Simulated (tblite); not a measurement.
Species: C₆H₉N₃S.
Numbering: `[CH3:1][S:2][c:3]1[n:4][c:5]([CH3:6])[n:7][n:8][c:9]1[CH3:10]` (hydrogens: H11, H12, H13 on C1; H14, H15, H16 on C6; H17, H18, H19 on C10)

Computed with GFN2-xTB (tblite), gas phase: L-BFGS steps from a force-field or distance-geometry start until the largest atomic force falls under 0.01 eV/Å.

Geometry at step 4:
```
atom  x, y, z in Å
C1      2.5621   -1.2444   -0.6276
S2      2.0611    0.5011   -0.6751
C3      0.4044    0.4225   -0.1189
N4     -0.0958   -0.7608    0.1807
C5     -1.3641   -0.8059    0.6047
C6     -1.9363   -2.1369    0.9680
N7     -2.1213    0.2646    0.7295
N8     -1.6268    1.4400    0.4327
C9     -0.3896    1.5882    0.0117
C10     0.0934    2.9625   -0.3085
H11     1.9229   -1.8085   -1.2945
H12     3.5941   -1.3103   -0.9560
H13     2.4690   -1.6081    0.3878
H14    -3.0025   -2.1707    0.7603
H15    -1.4402   -2.9366    0.4245
H16    -1.7992   -2.3186    2.0342
H17     0.4085    3.0242   -1.3495
H18    -0.6976    3.6868   -0.1385
H19     0.9482    3.2201    0.3154
```

**Question.** What forces act on the atoms?

**Answer.** 
| atom | Fx (eV/Å) | Fy (eV/Å) | Fz (eV/Å) |
| --- | --- | --- | --- |
| C1 | -0.078 | 0.026 | 0.015 |
| S2 | 0.077 | 0.067 | -0.027 |
| C3 | 0.055 | -0.152 | 0.012 |
| N4 | 0.103 | -0.104 | -0.021 |
| C5 | 0.045 | -0.016 | -0.011 |
| C6 | -0.008 | -0.074 | -0.008 |
| N7 | -0.039 | 0.075 | -0.007 |
| N8 | -0.062 | 0.068 | 0.019 |
| C9 | -0.086 | -0.004 | -0.003 |
| C10 | 0.019 | -0.037 | -0.002 |
| H11 | -0.102 | -0.051 | -0.027 |
| H12 | -0.005 | 0.162 | -0.013 |
| H13 | -0.061 | -0.028 | 0.083 |
| H14 | 0.009 | 0.154 | -0.003 |
| H15 | 0.108 | 0.080 | -0.036 |
| H16 | 0.032 | 0.078 | -0.015 |
| H17 | 0.038 | -0.089 | 0.012 |
| H18 | -0.079 | -0.078 | 0.042 |
| H19 | 0.034 | -0.078 | -0.010 |

The largest, 0.16 eV/Å, acts on H12 (C3 within 3 % of it); the rms over all components is 0.064 eV/Å. The forces sum to zero within rounding, as they must for an isolated molecule in no field.

**Question.** Give the force on H12 in Eh/bohr and in nN.

**Answer.** 0.163 eV/Å ÷ 51.422 = 0.00316 Eh/bohr, and 0.163 eV/Å × 1.602 = 0.26 nN.

**Question.** How far is this geometry from the end of the optimisation?

**Answer.** 0.022 eV above it, and 0.037 Å rms away after alignment. The bonds farthest from their final lengths, with half the difference of the two atoms' forces along the bond (positive lengthens):

| bond | now (Å) | final (Å) | force along bond (eV/Å) |
| --- | --- | --- | --- |
| C1–S2 | 1.817 | 1.811 | 0.00 |
| S2–C3 | 1.749 | 1.744 | +0.02 |
| C9–C10 | 1.491 | 1.486 | 0.00 |
| C5–C6 | 1.494 | 1.490 | +0.04 |
| C1–H11 | 1.082 | 1.085 | +0.04 |
| C1–H13 | 1.083 | 1.085 | +0.04 |

The angle farthest from its final value is C1–S2–C3, 102.1° against 100.0°.
